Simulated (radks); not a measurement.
The numbers below are computed, except where a source is named.
Question: The mean radii <r> (bohr) of the occupied orbitals of an atom or ion are listed with their occupations. Code: a radial shooting solver on a logarithmic mesh with Libxc functionals. Model: non-relativistic Kohn-Sham, LB94 model potential, spin-polarised, spherical densities, point nucleus.

| orbital | occ. | <r> |
|---|---|---|
| 1s down | 1 | 0.06686 |
| 1s up | 1 | 0.06687 |
| 2s up | 1 | 0.3090 |
| 2s down | 1 | 0.3094 |
| 2p up | 3 | 0.2725 |
| 2p down | 3 | 0.2731 |
| 3s up | 1 | 0.8811 |
| 3s down | 1 | 0.8786 |
| 3p up | 3 | 0.8972 |
| 3p down | 1 | 0.8938 |

Name the element and its charge. Open shells, if any, are filled with parallel spins first.

Answer: Z = 23, vanadium, charge +7: V7+ in [Ne] 3s2 3p4. The 1s radius gives Z: for a bare nucleus <r> = 1.5/Z, 0.06522 bohr for Z = 23, and screening makes it slightly larger (0.06686 here). The occupations add up to 16, and the charge is Z minus that.
